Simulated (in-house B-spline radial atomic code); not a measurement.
# The magnesium ion Mg⁷⁺: [He] 2s1 4d2 (an excited or competing configuration)

Computed with a radial B-spline atomic code at the basis-set limit: Dirac-Hartree-Fock, average of configuration, Fermi nucleus of rms radius 3.057 fm.

Z_r = [3n² - l(l+1)]/(2<r>); Z_e = n√(-2ε); the last column is Slater's effective charge. Values are occupation-weighted means over j.

| shell | electrons | ε (eV) | <r> (bohr) | Z_r | Z_e | Slater |
| --- | --- | --- | --- | --- | --- | --- |
| 1s | 2 | -1674.7 | 0.1289 | 11.63 | 11.09 | 11.70 |
| 2s | 1 | -338.94 | 0.5601 | 10.71 | 9.98 | 10.30 |
| 4d | 2 | -59.704 | 2.388 | 8.80 | 8.38 | 8.65 |

The least bound orbital is 4d5/2 at -59.7 eV, and it is also the most diffuse (<r> = 2.388 bohr).

Spin-orbit splittings of the orbital energies (j = l + 1/2 above j = l - 1/2 when positive): 4d 0.01316 eV.

For the 1s electron the small component carries 0.182 % of the norm, the zero-frequency Breit interaction raises the level by 0.6003 eV, self-energy by 0.2806 eV, and vacuum polarisation lowers it by 0.01625 eV.
